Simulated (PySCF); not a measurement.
Spinor energies of Eu²³⁺ (europium, charge +23)

Start: [Kr] 4d4; 4d3/2 filled at m_j = -3/2, -1/2, +1/2, +3/2. Calculated with PySCF 2.14 in an even-tempered Gaussian basis (17 s from 1.7 bohr⁻², ratio 2.8; 14 p from 2.2 bohr⁻², ratio 2.8; 9 d from 2.2 bohr⁻², ratio 2.8; 4 f from 8.9 bohr⁻², ratio 3): generalised Hartree-Fock with the X2C-1e Hamiltonian and a Gaussian nucleus; spin-orbit coupling (SO) screened by Boettger's factors.

```tsv
spinor shell	electrons	ε, screened SO (eV)	weight of nominal j (screened SO)	rms radius, screened SO (bohr)
1s1/2	2	-49447.4	1.000	0.0254
2s1/2	2	-8819.5	1.000	0.103
2p1/2	2	-8389.3	1.000	0.0882
2p3/2	4	-7733.1	1.000	0.0944
3s1/2	2	-2514.3	1.000	0.265
3p1/2	2	-2329.3	1.000	0.256
3d3/2	4	-1876.0	1.000	0.240
3d5/2	6	-1841.2	1.000	0.244
4s1/2	2	-993.75	1.000	0.563
4p1/2	2	-921.43	1.000	0.572
4p3/2	4	-871.82	1.000	0.596
4d3/2	4	-755.62	1.000	0.602
```

Q: Where does 3p3/2 lie, and what is the 3p spin-orbit splitting (screened SO)?

A: At -2190.4 eV, 138.90 eV above 3p1/2.

| quantity | screened SO |
| --- | --- |
| E (hartree) | -10613.68432 |
| M_J | 0 |
| ⟨J²⟩ | 0.000 |
| ⟨L²⟩ | 2.440 |
| ⟨S²⟩ | 2.440 |

Breit and QED terms are absent; they matter most for the inner s and p1/2 levels.

Densities and radii are taken from the X2C orbitals without a picture-change correction, which distorts them close to the nucleus.
